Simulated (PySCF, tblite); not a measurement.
# Complex of LiCl and 3 × hydrogen fluoride

A gas-phase complex of LiCl and 3 × hydrogen fluoride; neutral, singlet. The structure comes from a short search (6 tight-binding starts) and was relaxed by PBE0-D3(BJ)/def2-SVPD; another way of binding may lie lower. Frequencies by PBE0-D3(BJ)/def2-SVPD show no clear imaginary mode.

| part | name | SMILES | atoms | charge | multiplicity |
| --- | --- | --- | --- | --- | --- |
| 1 | LiCl | [Li][Cl] | 1–2 | 0 | 1 |
| 2 | hydrogen fluoride | F | 3–4 | 0 | 1 |
| 3 | hydrogen fluoride | F | 5–6 | 0 | 1 |
| 4 | hydrogen fluoride | F | 7–8 | 0 | 1 |

Coordinates in Å:
```
Li1    -1.449    0.890   -1.289
Cl2    -0.290    0.783    0.565
F3     -0.611    2.178   -2.418
H4      0.160    2.486   -1.875
F5      1.104    2.675   -0.874
H6      0.717    2.007   -0.214
F7     -2.728    0.715   -2.740
H8     -2.385    1.332   -3.344
```

```
 contact  kind (by geometry)  distance (Å)  angle (°)
 H4···F5       hydrogen bond         1.389        165
H6···Cl2       hydrogen bond         1.766        164
Li1···F3         ion contact         1.906          -
Li1···F7         ion contact         1.942          -
```

Deforming the relaxed parts to their shape here costs 9.5 kcal/mol, which the interaction energies leave out.

Interaction energies are complex less parts, with the parts frozen as they stand in it; counterpoise-corrected, in kcal/mol (PySCF).

Question: Give the interaction energy at each level run.

Answer: 
```tsv
level	interaction	superposition error removed
wB97M-D3(BJ)/def2-TZVPD	-57.09	-0.52
PBE0-D3(BJ)/def2-TZVPD	-60.75	-0.53
```

Question: What holds them together? Decompose the wB97M-D3(BJ)/def2-TZVPD energy: frozen parts, their antisymmetrised product, then relaxation.

Answer: electrostatic -78.1, Pauli repulsion +83.5, orbital relaxation -60.1, dispersion correction -2.9 kcal/mol, which sum to the value before the counterpoise correction; the Pauli term holds the exchange-correlation of the frozen density too. Of the attraction, 55 % is electrostatic, 43 % is orbital relaxation, 2 % is dispersion correction.

The parts were also relaxed and run alone, at the levels used for the complex: vibrations by PBE0-D3(BJ)/def2-SVPD; shieldings by PBE0/pcSseg-2.

Question: How do these values change when the complex forms?

Answer: 
```tsv
property	alone	in the complex	change
F3–H4 bond (Å)	0.920	0.992	+0.072
stretch carried by H4 (cm⁻¹, harmonic)	4151	2861	-1290
its infrared intensity (km/mol)	127	1828	
shielding of H4 (ppm)	29.19	17.72	-11.46
shielding of F5 (ppm)	410.9	306.3	-104.6
shielding of H6 (ppm)	29.19	17.25	-11.94
shielding of Cl2 (ppm)	1015.9	1015.3	-0.6
```

Density functionals tend to overstate the lengthening and the red shift of so strongly bound an X–H bond.

Question: What are the binding energy from relaxed parts (wB97M-D3(BJ)/def2-TZVPD), and ΔH and ΔG of association at 298.15 K and 1 atm?

Answer: -47.58 kcal/mol, -42.94 with zero-point energy; ΔH -45.5 and ΔG -19.9 kcal/mol, from harmonic vibrations by PBE0-D3(BJ)/def2-SVPD with low modes damped.

The 4 runs behind this took 5.3 min in all, one thread each of Intel Xeon Platinum 8488C on a shared host, launched as `OMP_NUM_THREADS=1 python cluster_run.py task.json out`.
